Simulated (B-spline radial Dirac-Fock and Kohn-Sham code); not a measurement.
# X-ray form factors of rhenium in several charge states

Method: relativistic Hartree-Fock (Dirac-Fock) wave functions, averaged over the configuration. Computed with an atomic code on a B-spline grid.

Configurations: Re⁴⁴⁺ [Ar] 3d10 4s2 4p1; Re⁴⁵⁺ [Ar] 3d10 4s2; Re⁴⁶⁺ [Ar] 3d10 4s1; Re⁴⁷⁺ [Ar] 3d10; Re⁴⁹⁺ [Ar] 3d8; Re⁵¹⁺ [Ar] 3d6. The first column is f₀ of Re⁴⁴⁺, the others are differences from it.

```
s (Å⁻¹)   Re⁴⁴⁺  Δ Re⁴⁵⁺  Δ Re⁴⁶⁺  Δ Re⁴⁷⁺  Δ Re⁴⁹⁺  Δ Re⁵¹⁺
      0  31.000   -1.000   -2.000   -3.000   -5.000   -7.000
   0.05  30.977   -0.997   -1.993   -2.990   -4.989   -6.987
    0.1  30.907   -0.987   -1.974   -2.962   -4.955   -6.949
   0.15  30.792   -0.970   -1.942   -2.914   -4.900   -6.887
    0.2  30.633   -0.947   -1.898   -2.849   -4.824   -6.800
   0.25  30.430   -0.919   -1.842   -2.767   -4.728   -6.691
    0.3  30.185   -0.885   -1.776   -2.670   -4.613   -6.560
   0.35  29.901   -0.846   -1.700   -2.558   -4.481   -6.409
    0.4  29.580   -0.802   -1.616   -2.433   -4.334   -6.240
   0.45  29.224   -0.756   -1.525   -2.298   -4.173   -6.055
    0.5  28.837   -0.706   -1.428   -2.155   -4.001   -5.857
    0.6  27.978   -0.601   -1.222   -1.849   -3.632   -5.427
    0.7  27.027   -0.493   -1.009   -1.532   -3.243   -4.969
    0.8  26.008   -0.387   -0.800   -1.219   -2.850   -4.501
    0.9  24.946   -0.289   -0.603   -0.924   -2.469   -4.038
      1  23.860   -0.201   -0.425   -0.657   -2.112   -3.594
    1.1  22.770   -0.126   -0.273   -0.426   -1.787   -3.179
    1.2  21.689   -0.066   -0.148   -0.236   -1.501   -2.800
    1.4  19.602   +0.011   +0.016   +0.018   -1.054   -2.165
    1.6  17.658   +0.039   +0.082   +0.123   -0.762   -1.690
```
